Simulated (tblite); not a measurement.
Compound: C₄H₃ClP₂.
Numbering: `[Cl:1][c:2]1[cH:3][cH:4][p:5][cH:6][p:7]1` (hydrogens: H8 on C3; H9 on C4; H10 on C6)

Computed with GFN2-xTB (tblite), gas phase: L-BFGS steps from a force-field or distance-geometry start until the largest atomic force falls under 0.01 eV/Å.

Step 11: E = -533.8898 eV
```
atom  x, y, z in Å  |  force x, y, z in eV/Å
Cl1    -2.0502   -2.2242    0.2791    0.167   0.262  -0.014
C2     -0.7693   -1.0273    0.1860    0.053  -0.134   0.119
C3     -1.1090    0.3018    0.3463    0.062  -0.064   0.322
C4     -0.2635    1.3882    0.2378    0.194  -0.186  -0.001
P5      1.4701    1.3479    0.1536    0.100   0.183  -0.067
C6      1.8330   -0.3422    0.1639   -0.204   0.039  -0.005
P7      0.8199   -1.7338    0.0470   -0.027  -0.151  -0.032
H8     -2.1093    0.4948    0.6876   -0.462   0.104  -0.319
H9     -0.7004    2.3788    0.2898   -0.012  -0.070   0.083
H10     2.8876   -0.5793    0.2153    0.129   0.017  -0.087
```

Step 12: E = -533.9140 eV
```
atom  x, y, z in Å  |  force x, y, z in eV/Å
Cl1    -2.0521   -2.2128    0.2658    0.050   0.130   0.024
C2     -0.7704   -1.0289    0.2145    0.188  -0.124   0.080
C3     -1.1051    0.2991    0.3648   -0.133  -0.010   0.194
C4     -0.2649    1.3846    0.2560    0.263  -0.148   0.001
P5      1.4654    1.3465    0.1696    0.291   0.144  -0.070
C6      1.8417   -0.3440    0.1735   -0.207   0.058  -0.083
P7      0.8180   -1.7314    0.0675    0.128  -0.202  -0.024
H8     -2.1210    0.4995    0.6453   -0.493   0.098  -0.223
H9     -0.7057    2.3720    0.2820   -0.029   0.000   0.112
H10     2.9030   -0.5800    0.1673   -0.058   0.054  -0.011
```

Step 13: E = -533.9328 eV
```
atom  x, y, z in Å  |  force x, y, z in eV/Å
Cl1    -2.0518   -2.1998    0.2571   -0.072  -0.028   0.045
C2     -0.7684   -1.0316    0.2404    0.240  -0.025   0.065
C3     -1.1042    0.2962    0.3873   -0.268   0.060   0.022
C4     -0.2625    1.3786    0.2716    0.209  -0.080   0.035
P5      1.4666    1.3476    0.1751    0.326   0.048  -0.039
C6      1.8469   -0.3448    0.1807   -0.156   0.062  -0.162
P7      0.8188   -1.7321    0.0779    0.215  -0.165   0.018
H8     -2.1391    0.5053    0.6028   -0.294   0.043  -0.144
H9     -0.7094    2.3640    0.2801   -0.006   0.013   0.115
H10     2.9119   -0.5788    0.1333   -0.194   0.072   0.043
```

Question: Estimate the geometry and energy of step 14. (The exact step hangs on the optimiser's Hessian estimate; all steps are aligned on step 13, rigid shifts and turns removed.)

Answer: E = -533.9440 eV, largest force 0.219 eV/Å
```
atom  x, y, z in Å  |  force x, y, z in eV/Å
Cl1    -2.0512   -2.1918    0.2545   -0.107  -0.109   0.050
C2     -0.7637   -1.0329    0.2553    0.172   0.060   0.064
C3     -1.1079    0.2953    0.4026   -0.154   0.074  -0.137
C4     -0.2580    1.3732    0.2801    0.091  -0.027   0.072
P5      1.4728    1.3496    0.1733    0.181  -0.028   0.000
C6      1.8467   -0.3441    0.1816   -0.088   0.046  -0.191
P7      0.8227   -1.7354    0.0799    0.164  -0.068   0.066
H8     -2.1542    0.5093    0.5757   -0.103  -0.003  -0.082
H9     -0.7102    2.3579    0.2830    0.037  -0.004   0.106
H10     2.9118   -0.5764    0.1202   -0.194   0.059   0.052
```

The energy changes by -0.0112 eV. The first-order estimate −F·Δx gives -0.0166 eV and the mean of the old and new forces, exact on a quadratic surface, -0.0111 eV. The step makes an angle of 61° with the force vector and moves no atom by more than 0.031 Å.
